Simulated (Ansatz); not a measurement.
`C#[C][Ge]([F])([F])[C]#C` + HCl → `C#[C][Ge]([F])([F])[Cl]` + `C#C` at 600 K and 1 bar (ligand exchange at a Ge–C bond).

Calculated with Ansatz (gas phase, PBE0-D4/def2-TZVP geometries, no zero-point term in ΔE). CCSD(T)/CBS is the MP2 limit (def2-TZVPP, def2-QZVPP) plus CCSD(T) − MP2 in def2-TZVPP, frozen cores. This one scheme is used for every species. For Ge outer-core shells are correlated without core-valence functions, which leaves a few kJ/mol of doubt a bond. Scalar relativity is left out up to krypton.

```json
{"species": "`C#[C][Ge]([F])([F])[C]#C`", "CCSD(T)/CBS energy (Eh)": "-2429.06648", "H − E (kJ/mol)": "182.9", "S (J/(mol·K))": "481.6"}
{"species": "HCl", "CCSD(T)/CBS energy (Eh)": "-460.38127", "H − E (kJ/mol)": "35.4", "S (J/(mol·K))": "207.2"}
{"species": "`C#[C][Ge]([F])([F])[Cl]`", "CCSD(T)/CBS energy (Eh)": "-2812.23968", "H − E (kJ/mol)": "126.0", "S (J/(mol·K))": "450.9"}
{"species": "`C#C`", "CCSD(T)/CBS energy (Eh)": "-77.22717", "H − E (kJ/mol)": "96.2", "S (J/(mol·K))": "235.4"}
```

H − E and S are ideal-gas, rigid-rotor, harmonic terms from PBE0-D4/def2-TZVP. 1 Eh = 2625.50 kJ/mol, R = 8.31446 J/(mol·K).

Problem. By hand: ΔE, ΔH, ΔS and ΔG.

Solution. ΔE = (-2812.23968) + (-77.22717) − (-2429.06648) − (-460.38127) = -0.01910 Eh = -50.1 kJ/mol. Δ(H − E) = 126.0 + 96.2 − 182.9 − 35.4 = 3.9, so ΔH = -46.2 kJ/mol. ΔS = 450.9 + 235.4 − 481.6 − 207.2 = -2.5 J/(mol·K). ΔG = -46.2 − 600 × (-2.5)/1000 = -44.7 kJ/mol.

Problem. By hand: the equilibrium constant, and the temperature at which ΔG would vanish if ΔH and ΔS stayed fixed.

Solution. log₁₀ K = −ΔG/(RT ln 10) = 3.9. ΔG = 0 at ΔH/ΔS = 18480 K, far beyond where these terms or the molecules hold.

The number of gas molecules stays the same, so ΔS is small and ΔH decides. A doubt of 5 kJ/mol in ΔE shifts log₁₀ K by 0.4 here. These are equilibria of isolated gas molecules and say nothing of rates. Largest T1 diagnostic: 0.013 (customary marks: 0.02 for closed shells, 0.045 for open ones).
